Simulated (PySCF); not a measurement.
CLiN, SMILES [Li][C][N] (connectivity only; charge and spin as stated), neutral, multiplicity 1. Atoms are numbered in the order given.

```xyz
3

Li     0.0000     0.0000    -2.0573
C      0.0000     0.0000    -0.1497
N      0.0000     0.0000     1.0100
```
Charge 0, spin multiplicity 1.

Coordinates come from a B3LYP-D3(BJ)/def2-TZVPD optimisation.

Two levels are set side by side: PBE/pcSseg-2 (PySCF) and HF/pcSseg-2 (PySCF). GIAO shifts against NH3 (¹⁵N), TMS (¹³C) at the same level; non-relativistic, no solvent, atoms listed together averaged. Differences are taken from unrounded values.

```csv
quantity,HF
δ(¹³C) of C2 (ppm),156.8
δ(¹⁵N) of N3 (ppm),359.2
```

Problem. What does PBE give, and how far is it from HF? (An estimate is asked for; the answer gives what the named calculation found.)

Solution. 
```
quantity              PBE  PBE minus HF
------------------  -----  ------------
δ(¹³C) of C2 (ppm)  139.8         -17.0
δ(¹⁵N) of N3 (ppm)  347.2         -12.0
```

Rough cost on one machine, each run with all the roots and properties that it gave: HF against PBE within a factor of 2.
